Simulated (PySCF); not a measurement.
**Electron correlation in Ti²⁺ (titanium, charge +2)**

[Ar] 3d1 4s1, 4s spin antiparallel (an excited configuration). All numbers are calculated (PySCF 2.14, the non-relativistic Hamiltonian (point nucleus), in def2-QZVPPD (11s6p5d3f2g, 93 functions)). Frozen: [Ne]; 10 electrons correlated.

MP2 pair energies summed by pair of shells (mhartree):

| pair | energy | share (%) |
| --- | --- | --- |
| 3p-3p | -142.15 | 55.9 |
| 3p-3d | -37.58 | 14.8 |
| 3s-3p | -34.52 | 13.6 |
| 3p-4s | -19.40 | 7.6 |
| 3s-3s | -7.70 | 3.0 |
| 3s-3d | -6.44 | 2.5 |
| 3d-4s | -5.15 | 2.0 |
| 3s-4s | -1.34 | 0.5 |

Total MP2 correlation energy: -254.28 mhartree.

Same-spin part -68.11 and opposite-spin part -186.17 mhartree; SCS-MP2 scales them by 1/3 and 6/5 to -246.11 mhartree.

This basis was not built for core-valence correlation, so the inner-shell part is incomplete.
